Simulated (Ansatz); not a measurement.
Molecule: HSe, net charge 0, doublet state. 
Structure (B3LYP-D3(BJ)/def2-TZVP (Ansatz, a first-principles code) minimum search):
```xyz
2

Se     0.0000     0.0000    -0.0421
H      0.0000     0.0000     1.4328
```
Charge 0, spin multiplicity 2.

Computed values are from Ansatz. Correlated levels leave the core frozen unless marked. Open shells are spin-unrestricted. No spin-orbit coupling. The frozen core is the preceding noble-gas configuration, with the filled d and f shells of earlier blocks. Non-relativistic. Basis-set limits of correlation are two-point, X^-3; Hartree-Fock from the larger set (for Q and 5 zeta extrapolated as (X+1)exp(-9√X)).

Q: What is the vertical ionisation energy (to the triplet) at CCSD(T)/CBS(aug-cc-pVTZ,aug-cc-pVQZ)?

A: 9.76 eV.

Q: What is the total energy at CCSD(T)/CBS(cc-pVQZ,cc-pV5Z)?

A: -2400.6383 Eh.

Q: What is the vertical electron affinity (to the singlet; negative means unbound) at CCSD(T)/CBS(aug-cc-pVTZ,aug-cc-pVQZ)?

A: 2.36 eV.

Q: What is the atomisation energy De at CCSD(T)/CBS(cc-pVQZ,cc-pV5Z)?

A: 77.9 kcal/mol.

Q: What is the T1 diagnostic at CCSD/cc-pV5Z?

A: 0.011.
